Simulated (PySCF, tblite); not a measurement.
Species: C4H6NOS (charge -1).
Atom-mapped SMILES: `[CH3:1][C:2](=[O:3])[NH:4]/[CH:5]=[CH:6]/[S-:7]` (hydrogens: H8, H9, H10 on C1; H11 on N4; H12 on C5; H13 on C6)
Bond orders are those of one Lewis drawing.

Computed with GFN2-xTB (tblite), gas phase: nudged elastic band of 9 images (0 to 8), spring 0.2 eV/Å², climbing image at the end, force threshold 0.05 eV/Å. The top image wasn't refined or checked by frequencies; at this threshold it can lie a kcal/mol or more above the true saddle point of the method.

Path: rotation about C2–N4 (amide carbonyl carbon, amide nitrogen), followed by the dihedral C1–C2–N4–C5.

Image 0 (start, dihedral 180°):
```
atom  x, y, z in Å
C1     -2.244    0.250    0.055
C2     -1.056   -0.451   -0.609
O3     -1.209   -1.354   -1.427
N4      0.128    0.031   -0.197
C5      1.411   -0.376   -0.597
C6      2.513    0.206   -0.088
S7      4.120   -0.175   -0.468
H8     -2.205    0.123    1.137
H9     -2.231    1.316   -0.174
H10    -3.167   -0.183   -0.321
H11     0.124    0.778    0.486
H12     1.435   -1.169   -1.323
H13     2.378    1.006    0.646
```

Image 8 (end, -0.192 eV, dihedral 0°):
```
atom  x, y, z in Å
C1     -1.872    0.330   -0.689
C2     -1.187   -0.747    0.131
O3     -1.816   -1.663    0.672
N4      0.145   -0.653    0.241
C5      1.033    0.295   -0.286
C6      2.361    0.228   -0.070
S7      3.505    1.328   -0.667
H8     -1.682    1.310   -0.256
H9     -1.492    0.322   -1.709
H10    -2.942    0.138   -0.699
H11     0.585   -1.380    0.793
H12     0.606    1.087   -0.876
H13     2.752   -0.592    0.536
```

Question: What do the inner images look like?

Answer: 
Image 1: +0.065 eV, dihedral -160°
```
atom  x, y, z in Å
C1     -2.228    0.302   -0.010
C2     -1.058   -0.542   -0.517
O3     -1.216   -1.466   -1.309
N4      0.128   -0.117   -0.047
C5      1.400   -0.380   -0.584
C6      2.506    0.175   -0.056
S7      4.070    0.108   -0.708
H8     -2.190    0.444    1.068
H9     -2.173    1.278   -0.493
H10    -3.167   -0.170   -0.286
H11     0.123    0.588    0.678
H12     1.397   -0.968   -1.485
H13     2.403    0.748    0.870
```

Image 2: +0.280 eV, dihedral -136°
```
atom  x, y, z in Å
C1     -2.164    0.354   -0.090
C2     -1.070   -0.661   -0.411
O3     -1.265   -1.621   -1.147
N4      0.126   -0.312    0.114
C5      1.362   -0.382   -0.561
C6      2.473    0.177   -0.051
S7      3.918    0.455   -0.896
H8     -2.152    0.672    0.950
H9     -1.952    1.223   -0.717
H10    -3.142   -0.035   -0.358
H11     0.117    0.358    0.873
H12     1.294   -0.752   -1.570
H13     2.449    0.525    0.985
```

Image 3: +0.637 eV, dihedral -106°
```
atom  x, y, z in Å
C1     -2.037    0.407   -0.186
C2     -1.096   -0.786   -0.304
O3     -1.398   -1.793   -0.924
N4      0.134   -0.563    0.260
C5      1.285   -0.347   -0.552
C6      2.396    0.224   -0.065
S7      3.695    0.789   -1.007
H8     -2.055    0.835    0.813
H9     -1.621    1.156   -0.866
H10    -3.038    0.153   -0.519
H11     0.130    0.059    1.062
H12     1.128   -0.520   -1.604
H13     2.471    0.389    1.012
```

Image 4 (top): +0.948 eV, dihedral -67°
```
atom  x, y, z in Å
C1     -1.853    0.460   -0.326
C2     -1.129   -0.878   -0.201
O3     -1.657   -1.912   -0.550
N4      0.182   -0.859    0.313
C5      1.147   -0.211   -0.549
C6      2.269    0.342   -0.076
S7      3.492    1.043   -1.040
H8     -1.909    0.954    0.643
H9     -1.299    1.105   -1.005
H10    -2.857    0.296   -0.712
H11     0.235   -0.415    1.227
H12     0.927   -0.260   -1.604
H13     2.447    0.336    1.001
```

Image 5: +0.436 eV, dihedral -57°
```
atom  x, y, z in Å
C1     -1.875    0.467   -0.456
C2     -1.165   -0.830   -0.112
O3     -1.758   -1.903   -0.045
N4      0.133   -0.660    0.263
C5      1.114   -0.029   -0.527
C6      2.301    0.382   -0.052
S7      3.548    1.036   -1.004
H8     -1.977    1.000    0.494
H9     -1.302    1.092   -1.131
H10    -2.867    0.266   -0.849
H11     0.456   -1.104    1.106
H12     0.887   -0.003   -1.582
H13     2.500    0.286    1.016
```

Image 6: -0.013 eV, dihedral -28°
```
atom  x, y, z in Å
C1     -1.882    0.434   -0.533
C2     -1.179   -0.781    0.041
O3     -1.808   -1.767    0.432
N4      0.150   -0.684    0.213
C5      1.088    0.095   -0.494
C6      2.327    0.344   -0.030
S7      3.557    1.121   -0.901
H8     -2.043    1.123    0.299
H9     -1.293    0.944   -1.287
H10    -2.850    0.145   -0.934
H11     0.548   -1.387    0.825
H12     0.802    0.385   -1.493
H13     2.579    0.028    0.983
```

Image 7: -0.142 eV, dihedral -9°
```
atom  x, y, z in Å
C1     -1.883    0.383   -0.608
C2     -1.183   -0.761    0.101
O3     -1.810   -1.693    0.613
N4      0.153   -0.692    0.185
C5      1.062    0.194   -0.416
C6      2.348    0.280   -0.025
S7      3.529    1.251   -0.757
H8     -1.850    1.264    0.032
H9     -1.403    0.625   -1.552
H10    -2.920    0.110   -0.784
H11     0.580   -1.416    0.752
H12     0.699    0.767   -1.253
H13     2.674   -0.311    0.833
```

The largest changes of bonds and angles from start to top: C2–N4 1.343 → 1.409 Å, N4–C5 1.405 → 1.447 Å, C2=O3 1.228 → 1.213 Å, C6–S7 1.695 → 1.707 Å, C2–N4–C5 127.9 → 114.2°, C5–N4–H11 114.1 → 107.8°, C2–N4–H11 118.0 → 112.4°. GFN2-xTB torsional profiles can miss by a kcal/mol or more and can put conformers in the wrong order.

Other torsions move too; by image: C2–N4–C5–C6 (180, 176, 169, 161, 155, 166, 164, 167, 180°).

Question: What do single points at PBE0/pcSseg-1 (PySCF, no dispersion term) give on some images?

Answer: 
| image | GFN2-xTB E (eV) | DFT E (eV) | HOMO (eV) | LUMO (eV) |
| --- | --- | --- | --- | --- |
| 0 | 0.000 | 0.000 | 0.03 | 4.17 |
| 2 | 0.280 | 0.321 | 0.09 | 3.88 |
| 4 | 0.948 | 1.086 | 0.30 | 2.83 |
| 6 | -0.013 | 0.027 | -0.12 | 4.01 |
| 8 | -0.192 | -0.110 | -0.08 | 4.13 |

Energies count from image 0 at each level. At the GFN2-xTB top the DFT energy is 25.0 kcal/mol against 21.9; the geometries weren't optimised at the DFT level. An orbital of positive energy is held in place by the finite basis.

What follows is the cost of the whole band run. The run took 10 s on one thread, Arm Neoverse N1 (aarch64), shared host with 64 logical CPUs at a one-minute load of 58, and the process peaked at 0.18 GiB of memory.
